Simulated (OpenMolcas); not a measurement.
A calculation on Al II.

```yaml
Program: OpenMolcas 26.06
Method: CASSCF
Basis: ANO-RCC-VTZP [5s4p2d1f]
Scalar_Hamiltonian: DKH2, point nucleus
Active_space: 2 electrons in 4 orbitals (3s 3p)
State_averaging: 2S+1 = 3 even, 3 roots; 2S+1 = 1 even, 1 root; 2S+1 = 3 odd, 3 roots; 2S+1 = 1 odd, 3 roots
Spin-orbit_coupling: state interaction with AMFI integrals over the reference wave functions, term energies averaged over their components
```

**Question.** Which level of the active space comes out lowest?

**Answer.** 3s² ¹S₀, with 100 % of that term; it is also the measured ground level.

**Question.** How high does 3s 3p ³P°₂ lie?

**Answer.** 37529 cm⁻¹ above the lowest level; measured 37578 cm⁻¹ above the ground level, so the calculation is off by 0 %.

**Question.** How high does 3s 3p ³P°₁ lie?

**Answer.** 37427 cm⁻¹ above the lowest level; measured 37454 cm⁻¹ above the ground level, so the calculation is off by 0 %.

**Question.** How high does 3s 3p ¹P°₁ lie?

**Answer.** 67958 cm⁻¹ above the lowest level; measured 59852 cm⁻¹ above the ground level, so the calculation is off by +14 %.

Measured values: NIST Handbook of Basic Atomic Spectroscopic Data.

Without dynamic correlation excited terms often stand tens of per cent too high (terms of higher spin than the ground term too low), and those without a measured partner can miss by more than the paired ones. Computed and measured levels are paired by configuration, term and J; levels that our copy of the source lacks, or whose pairing is in doubt (as where it misses far off the trend of its configuration), stay unpaired and out of the deviations. Only configurations of the active space appear.

° marks odd parity.
